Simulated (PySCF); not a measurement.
**Basis-set dependence of GeF⁺ at PBE0**

PySCF, UKS reference; singlet, unpaired electrons none; De to Ge⁺ + F without counterpoise correction.

```json
{"basis": "cc-pVDZ-PP/cc-pVDZ", "relativity": "scalar-relativistic core potentials", "functions": "37", "Re (Å)": "1.710", "ωe (cm⁻¹)": "791", "De (eV)": "5.40", "μ (D)": "-3.03"}
{"basis": "jorge-DZP-DKH", "relativity": "spin-free X2C", "functions": "58", "Re (Å)": "1.679", "ωe (cm⁻¹)": "794", "De (eV)": "5.31", "μ (D)": "-3.06"}
{"basis": "cc-pVTZ-PP/cc-pVTZ", "relativity": "scalar-relativistic core potentials", "functions": "69", "Re (Å)": "1.676", "ωe (cm⁻¹)": "807", "De (eV)": "5.66", "μ (D)": "-2.82"}
{"basis": "def2-TZVPPD", "relativity": "no relativity", "functions": "94", "Re (Å)": "1.677", "ωe (cm⁻¹)": "809", "De (eV)": "5.67", "μ (D)": "-2.74"}
```

Problem. How does each smaller set differ from the one with most functions, def2-TZVPPD?

Solution. cc-pVDZ-PP/cc-pVDZ: +3.3 pm, -2.2 % in ωe, -0.27 eV in De; jorge-DZP-DKH: +0.2 pm, -1.9 % in ωe, -0.36 eV in De; cc-pVTZ-PP/cc-pVTZ: -0.1 pm, -0.2 % in ωe, -0.01 eV in De. All at PBE0; the set with most functions is neither the basis-set limit nor always the best. The rows treat relativity differently, so the differences are not basis effects alone.

A positive dipole points towards F; it is taken about the centre of mass and depends on that origin. For an ion De counts to the pair picked by the measured ionisation energies or electron affinities, which need not be the lowest pair at this level.
